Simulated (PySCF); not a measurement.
Molecule: `CNCCC(F)=C(F)F`, C5H8F3N.

Bonds (- single, = double, # triple, : aromatic): C1-N2, N2-C3, C3-C4, C4-C5, C5-F6, C5=C7, C7-F8, C7-F9. C1 carries H10, H11, H12; N2 carries H13; C3 carries H14, H15; C4 carries H16, H17.

Frames of a GFN2-xTB Langevin trajectory at 300 K; GIAO PBE0/pcSseg-1 shieldings in PySCF 2.14.0 with density-fitted response routines, gas phase, non-relativistic; equivalent atoms averaged within each frame.

δ = σ(ref) − σ, references computed at the same level: 13C (186.93 ppm) and 1H (31.72 ppm) vs TMS; NH3 for 15N (267.73 ppm); 19F (170.95 ppm) against CFCl3. The references are static minima.

How do the shifts (ppm) fluctuate along the trajectory?

Answers


| time (fs) | C7 | C5 | C3 | C4 | C1 | N2 | F9 | F8 | F6 | H16/H17 |
| --- | --- | --- | --- | --- | --- | --- | --- | --- | --- | --- |
| 250 | 158.8 | 137.0 | 52.7 | 37.9 | 37.7 | 46.6 | -119.2 | -132.7 | -190.5 | 3.45 |
| 425 | 169.1 | 132.8 | 49.3 | 27.7 | 42.9 | 40.9 | -86.9 | -126.3 | -204.4 | 2.44 |
| 625 | 167.2 | 141.9 | 54.9 | 36.4 | 47.3 | 61.4 | -102.9 | -130.8 | -190.3 | 2.42 |
| 800 | 169.0 | 140.0 | 54.9 | 40.4 | 42.3 | 42.2 | -107.6 | -131.3 | -188.1 | 3.28 |
| 1000 | 166.2 | 138.6 | 55.5 | 37.1 | 44.5 | 50.0 | -110.6 | -114.7 | -196.2 | 2.17 |
| mean of frames | 166.0 | 138.0 | 53.5 | 35.9 | 43.0 | 48.2 | -105.4 | -127.2 | -193.9 | 2.75 |
| standard deviation | 4.2 | 3.5 | 2.5 | 4.8 | 3.5 | 8.2 | 12.0 | 7.4 | 6.6 | 0.57 |

5 frames give an uncertainty of the mean of about the standard deviation over 2.2 at best, since frames this close in time may not be independent; classical motion lacks zero-point vibration, and the reference would need the same averaging.
